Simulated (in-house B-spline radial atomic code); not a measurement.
Orbital energies and mean radii along the 32-electron series, configuration [Ar] 3d10 4s2 4p2. The effective charge is n√(-2ε), a non-relativistic measure. Computed with a radial B-spline atomic code at the basis-set limit: Dirac-Hartree-Fock, average of the configuration, finite nuclei.

```json
{"ion": "Yb38+", "Z": "70", "energy of 3p3/2 (Eh)": "-131.97", "mean radius of 3p3/2 (bohr)": "0.2153", "energy of 3d5/2 (Eh)": "-116.74", "mean radius of 3d5/2 (bohr)": "0.1929", "energy of 4p3/2 (Eh)": "-63.273", "mean radius of 4p3/2 (bohr)": "0.44719", "energy of 3p1/2 (Eh)": "-140.61", "mean radius of 3p1/2 (bohr)": "0.20246", "effective charge of 3p3/2": "48.739"}
{"ion": "Lu39+", "Z": "71", "energy of 3p3/2 (Eh)": "?", "mean radius of 3p3/2 (bohr)": "?", "energy of 3d5/2 (Eh)": "?", "mean radius of 3d5/2 (bohr)": "?", "energy of 4p3/2 (Eh)": "?", "mean radius of 4p3/2 (bohr)": "?", "energy of 3p1/2 (Eh)": "?", "mean radius of 3p1/2 (bohr)": "?", "effective charge of 3p3/2": "?"}
{"ion": "Hf40+", "Z": "72", "energy of 3p3/2 (Eh)": "?", "mean radius of 3p3/2 (bohr)": "?", "energy of 3d5/2 (Eh)": "?", "mean radius of 3d5/2 (bohr)": "?", "energy of 4p3/2 (Eh)": "?", "mean radius of 4p3/2 (bohr)": "?", "energy of 3p1/2 (Eh)": "?", "mean radius of 3p1/2 (bohr)": "?", "effective charge of 3p3/2": "?"}
{"ion": "Ta41+", "Z": "73", "energy of 3p3/2 (Eh)": "-149.2", "mean radius of 3p3/2 (bohr)": "0.20409", "energy of 3d5/2 (Eh)": "-132.72", "mean radius of 3d5/2 (bohr)": "0.18261", "energy of 4p3/2 (Eh)": "-72.302", "mean radius of 4p3/2 (bohr)": "0.42101", "energy of 3p1/2 (Eh)": "-159.84", "mean radius of 3p1/2 (bohr)": "0.19078", "effective charge of 3p3/2": "51.823"}
{"ion": "W42+", "Z": "74", "energy of 3p3/2 (Eh)": "-155.19", "mean radius of 3p3/2 (bohr)": "0.2006", "energy of 3d5/2 (Eh)": "-138.27", "mean radius of 3d5/2 (bohr)": "0.17942", "energy of 4p3/2 (Eh)": "-75.446", "mean radius of 4p3/2 (bohr)": "0.41293", "energy of 3p1/2 (Eh)": "-166.56", "mean radius of 3p1/2 (bohr)": "0.18713", "effective charge of 3p3/2": "52.852"}
{"ion": "Re43+", "Z": "75", "energy of 3p3/2 (Eh)": "-161.29", "mean radius of 3p3/2 (bohr)": "0.19721", "energy of 3d5/2 (Eh)": "-143.93", "mean radius of 3d5/2 (bohr)": "0.17634", "energy of 4p3/2 (Eh)": "-78.656", "mean radius of 4p3/2 (bohr)": "0.40516", "energy of 3p1/2 (Eh)": "-173.45", "mean radius of 3p1/2 (bohr)": "0.18358", "effective charge of 3p3/2": "53.882"}
{"ion": "Os44+", "Z": "76", "energy of 3p3/2 (Eh)": "?", "mean radius of 3p3/2 (bohr)": "?", "energy of 3d5/2 (Eh)": "?", "mean radius of 3d5/2 (bohr)": "?", "energy of 4p3/2 (Eh)": "?", "mean radius of 4p3/2 (bohr)": "?", "energy of 3p1/2 (Eh)": "?", "mean radius of 3p1/2 (bohr)": "?", "effective charge of 3p3/2": "?"}
{"ion": "Ir45+", "Z": "77", "energy of 3p3/2 (Eh)": "-173.86", "mean radius of 3p3/2 (bohr)": "0.19075", "energy of 3d5/2 (Eh)": "-155.58", "mean radius of 3d5/2 (bohr)": "0.17048", "energy of 4p3/2 (Eh)": "-85.28", "mean radius of 4p3/2 (bohr)": "0.39042", "energy of 3p1/2 (Eh)": "-187.73", "mean radius of 3p1/2 (bohr)": "0.17679", "effective charge of 3p3/2": "55.942"}
{"ion": "Pt46+", "Z": "78", "energy of 3p3/2 (Eh)": "-180.33", "mean radius of 3p3/2 (bohr)": "0.18767", "energy of 3d5/2 (Eh)": "-161.57", "mean radius of 3d5/2 (bohr)": "0.16769", "energy of 4p3/2 (Eh)": "-88.694", "mean radius of 4p3/2 (bohr)": "0.38343", "energy of 3p1/2 (Eh)": "-195.12", "mean radius of 3p1/2 (bohr)": "0.17353", "effective charge of 3p3/2": "56.973"}
{"ion": "Au47+", "Z": "79", "energy of 3p3/2 (Eh)": "-186.91", "mean radius of 3p3/2 (bohr)": "0.18468", "energy of 3d5/2 (Eh)": "-167.68", "mean radius of 3d5/2 (bohr)": "0.16499", "energy of 4p3/2 (Eh)": "-92.175", "mean radius of 4p3/2 (bohr)": "0.37668", "energy of 3p1/2 (Eh)": "-202.68", "mean radius of 3p1/2 (bohr)": "0.17037", "effective charge of 3p3/2": "58.004"}
```

Question: Fill in the row of Lu39+.

Answer: energy of 3p3/2 (Eh): -137.6; mean radius of 3p3/2 (bohr): 0.21144; energy of 3d5/2 (Eh): -121.95; mean radius of 3d5/2 (bohr): 0.18934; energy of 4p3/2 (Eh): -66.216; mean radius of 4p3/2 (bohr): 0.43811; energy of 3p1/2 (Eh): -146.86; mean radius of 3p1/2 (bohr): 0.19844; effective charge of 3p3/2: 49.767.

Question: Fill in the row of Hf40+.

Answer: energy of 3p3/2 (Eh): -143.34; mean radius of 3p3/2 (bohr): 0.20771; energy of 3d5/2 (Eh): -127.28; mean radius of 3d5/2 (bohr): 0.18592; energy of 4p3/2 (Eh): -69.225; mean radius of 4p3/2 (bohr): 0.4294; energy of 3p1/2 (Eh): -153.27; mean radius of 3p1/2 (bohr): 0.19455; effective charge of 3p3/2: 50.795.

Question: Fill in the row of Os44+.

Answer: energy of 3p3/2 (Eh): -167.51; mean radius of 3p3/2 (bohr): 0.19393; energy of 3d5/2 (Eh): -149.7; mean radius of 3d5/2 (bohr): 0.17336; energy of 4p3/2 (Eh): -81.935; mean radius of 4p3/2 (bohr): 0.39766; energy of 3p1/2 (Eh): -180.51; mean radius of 3p1/2 (bohr): 0.18013; effective charge of 3p3/2: 54.911.

Question: How does the screening of 3p3/2 change?

Answer: Z less the effective charge goes from 21.26 at Z = 70 to 21.00 at Z = 79.
